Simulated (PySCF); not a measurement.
Compound: CH₆GeS.
Bonds: C1–Ge2, Ge2–S3. Hydrogens: H4, H5, H6 on C1; H7, H8 on Ge2; H9 on S3.

Computed by this run: PBE0-D3(BJ)/def2-SVP geometry optimisation, gas phase in PySCF 2.14.0; density fitting, grid level 1; the optimiser is geomeTRIC in internal coordinates, started from a GFN2-xTB structure with every atom displaced at random (about 0.01 Å).

Geometry at step 0:
```
atom  x, y, z in Å
C1     -1.2037    0.0965   -0.1207
Ge2     0.5935   -0.6364   -0.0513
S3      1.9463    0.7460    0.9942
H4     -1.2021    1.0548   -0.6920
H5     -1.5916    0.3194    0.8682
H6     -1.9078   -0.5703   -0.6064
H7      1.1486   -0.9124   -1.4358
H8      0.6681   -1.9185    0.7146
H9      1.6065    1.8037    0.2955
```

Q: Give the atomic forces at this geometry.

A: 
```json
{"atom": "C1", "Fx (eV/Å)": "0.195", "Fy (eV/Å)": "0.848", "Fz (eV/Å)": "-0.476"}
{"atom": "Ge2", "Fx (eV/Å)": "-0.361", "Fy (eV/Å)": "0.305", "Fz (eV/Å)": "-0.321"}
{"atom": "S3", "Fx (eV/Å)": "0.617", "Fy (eV/Å)": "-0.553", "Fz (eV/Å)": "0.987"}
{"atom": "H4", "Fx (eV/Å)": "0.054", "Fy (eV/Å)": "-0.428", "Fz (eV/Å)": "0.204"}
{"atom": "H5", "Fx (eV/Å)": "-0.026", "Fy (eV/Å)": "0.049", "Fz (eV/Å)": "0.532"}
{"atom": "H6", "Fx (eV/Å)": "-0.253", "Fy (eV/Å)": "-0.433", "Fz (eV/Å)": "-0.313"}
{"atom": "H7", "Fx (eV/Å)": "0.060", "Fy (eV/Å)": "-0.016", "Fz (eV/Å)": "-0.502"}
{"atom": "H8", "Fx (eV/Å)": "0.008", "Fy (eV/Å)": "-0.652", "Fz (eV/Å)": "0.523"}
{"atom": "H9", "Fx (eV/Å)": "-0.295", "Fy (eV/Å)": "0.881", "Fz (eV/Å)": "-0.635"}
```

The largest, 1.29 eV/Å, acts on S3; the rms over all components is 0.474 eV/Å. The forces sum to zero within rounding, as they must for an isolated molecule in no field.

Q: Give the force on S3 in Eh/bohr and in nN.

A: 1.289 eV/Å ÷ 51.422 = 0.02507 Eh/bohr, and 1.289 eV/Å × 1.602 = 2.07 nN.

Q: How far is this geometry from the end of the optimisation?

A: 0.084 eV above it, and 0.091 Å rms away after alignment. The bonds farthest from their final lengths, with half the difference of the two atoms' forces along the bond (positive lengthens):

```tsv
bond	now (Å)	final (Å)	force along bond (eV/Å)
Ge2–H8	1.495	1.538	+0.64
S3–H9	1.312	1.351	+1.13
Ge2–S3	2.199	2.234	+0.34
Ge2–H7	1.517	1.542	+0.19
C1–H4	1.116	1.099	-0.72
C1–H6	1.085	1.100	+0.50
```

The angle farthest from its final value is H7–Ge2–H8, 107.1° against 110.2°.

Of the 6 listed bonds off by 0.010 Å or more, this force points towards the final length in 6.

What follows is the cost of the whole optimisation. On one thread of an Arm Neoverse N1 (shared host), this took 38 s and 0.39 GiB of memory at its peak.
